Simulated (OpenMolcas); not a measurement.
## Kr⁵⁺: the spin-orbit constant, worked from levels

```yaml
Program: OpenMolcas
Basis: ANO-RCC [9s8p6d4f2g]
Scalar_Hamiltonian: DKH2, point nucleus
Active_space: 1 electron in 9 orbitals (RAS2 4p; RAS3 4d 5s, at most 1 electron)
State_averaging: 2S+1 = 2 odd, 3 roots; 2S+1 = 2 even, 6 roots
Spin-orbit_coupling: RASSI with atomic mean-field integrals over the reference wave functions, term energies averaged over their components
```

Methods: RASSCF; SS-RASPT2, IPEA 0.25 Eh, imaginary shift 0.1 Eh (closed shells correlated: 3d 4s). Measured levels: Saloman, J. Phys. Chem. Ref. Data 36, 215 (2007).

**The spin-orbit constant.** For the Hund term ²P° of p1, E(J) = (A/2) J(J+1) + constant and ζ = 2S·A = A. From J = 1/2 to J = 3/2 the energy changes by 1.5 A.

```tsv
Source	E(3/2) - E(1/2)	A	ζ
RASSCF	7465.6	4977.1	4977
SS-RASPT2	7465.6	4977.1	4977
measured	8110.0	5406.7	5407
```

All in cm-1. SS-RASPT2 is off by -7.9 % and RASSCF by -7.9 %. Both methods take the spin-orbit matrix elements from the reference wave functions, so the second can move ζ only through the term energies and any multistate remixing.

Over all roots computed the reference weight is 0.90 to 0.97 in SS-RASPT2; the roots of lowest weight are the least certain, and an intruder state may touch them. With one active electron the reference holds no correlation, so core polarisation is missing (holds for RASSCF). With one active electron, CASPT2 adds the correlation within the correlated inactive shells and between them and that electron, and leaves the splitting within a term as the reference gives it (holds for SS-RASPT2). Computed and measured levels are paired by configuration, term and J; levels that our copy of the source lacks, or whose pairing is in doubt (as where it misses far off the trend of its configuration), stay unpaired and out of the deviations. Levels of configurations outside the active space are missing.

° marks odd parity.
